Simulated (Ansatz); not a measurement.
GeH₂S (SMILES [SH][GeH]), singlet: a single point displaced at random from a GFN2-xTB minimum.

The input file, in.yaml:

```yaml
crystal:
  periodic: [false, false, false]
  atoms:
    - {symbol: S, position_ang: [-0.442500, -1.199100, 0.241100]}
    - {symbol: Ge, position_ang: [-0.889000, 0.779400, -0.663900]}
    - {symbol: H, position_ang: [0.775100, -1.025800, 0.671100]}
    - {symbol: H, position_ang: [0.605800, 1.338000, -0.336000]}
basis:
  gaussian: {orbitals: def2-TZVPP}
hamiltonian: {xc: {name: wB97M-V}}
output: {forces: true}
```

An equivalent command:

```bash
ansatz run in.yaml --threads 4 --pin off --events-out ev --progress --plain
```

Output of Ansatz 0.2.0:

```
Functional definition: wB97M-V
  name "wB97M-V"
  cite "Mardirossian & Head-Gordon, J. Chem. Phys. 144, 214110 (2016) doi:10.1063/1.4952647"
  cite "Becke, J. Chem. Phys. 107, 8554 (1997) doi:10.1063/1.475007"
  cite "Vydrov & Van Voorhis, J. Chem. Phys. 133, 244103 (2010) doi:10.1063/1.3521275"
  # Of w^i u^j: cxij and so on, Table III.
  parameter omega = 0.3/bohr
  parameter cx = 0.15
  parameter cx01 = 1.007
  parameter cx10 = 0.259
  parameter css00 = 0.443
  parameter css04 = -1.437
  parameter css10 = -4.535
  parameter css20 = -3.390
  parameter css43 = 4.278
  parameter cos00 = 1.000
  parameter cos10 = 1.358
  parameter cos20 = 2.924
  parameter cos21 = -8.812
  parameter cos60 = -1.390
  parameter cos61 = 9.142
  parameter b = 6.0
  parameter c = 0.01
  gx(w, u) = 1 - cx + cx01*u + cx10*w
  gss(w, u) = css00 + css04*u^4 + css10*w + css20*w^2 + css43*w^4*u^3
  gos(w, u) = cos00 + cos10*w + (cos20 + cos21*u)*w^2 + (cos60 + cos61*u)*w^6
  exchange = spin_sum(e_x_unif_sr(omega)*gx(b97_w, b97_u_x)) + cx*exact_x_sr(omega) + exact_x_lr(omega)
  correlation = spin_sum(e_c_pw_mod_same_spin*gss(b97_w, b97_u_same))
      + integral(e_c_pw_mod_opposite_spin*gos(b97_w_opposite, b97_u_opposite)) + vv10(b, c)
795 factors; their error is unknown
150 factors; integrals over basis functions are off by at most 2.8e-5 eV
mean field evaluation 1: about -67381.7221 eV, gradient 1.8e1 eV
mean field evaluation 2: about -67382.0666 eV, gradient 1.7e1 eV
mean field evaluation 4: about -67382.4823 eV, gradient 7.8e-1 eV
mean field evaluation 8: about -67382.6489 eV, gradient 1.0e-1 eV
mean field evaluation 16: about -67382.6490 eV, gradient 4.1e-5 eV
mean field -67382.64895875 eV, -2476.2666756343 hartree, gradient 4.1e-5 eV, S^2 0.000000; 0 other end points of the search recorded, 0 dependent functions left out
the calculation of the forces begins
reference -67382.64899264 eV, -2476.2666768797 hartree; 25, 25 occupied and 93, 93 virtual orbitals, 795 factors
Total energy: -67382.64899264 eV, -2476.2666768797 hartree
Atom 0 at    -0.442500    -1.199100     0.241100 Å, force    -1.063388    -0.259700    -0.293823 eV/Å
Atom 1 at    -0.889000     0.779400    -0.663900 Å, force     0.620960     0.157626     0.134922 eV/Å
Atom 2 at     0.775100    -1.025800     0.671100 Å, force     0.963655     0.215810     0.276802 eV/Å
Atom 3 at     0.605800     1.338000    -0.336000 Å, force    -0.521227    -0.113737    -0.117901 eV/Å
Dipole moment:     0.095839     0.158457    -0.016267 e Å
```

The lines “mean field evaluation” count trial sets of orbitals through the whole run, from several starts and some on an approximate energy, so they need not fall steadily or lie above the final value.

The run took about 2.1 s on 4 CPU threads (shared host).
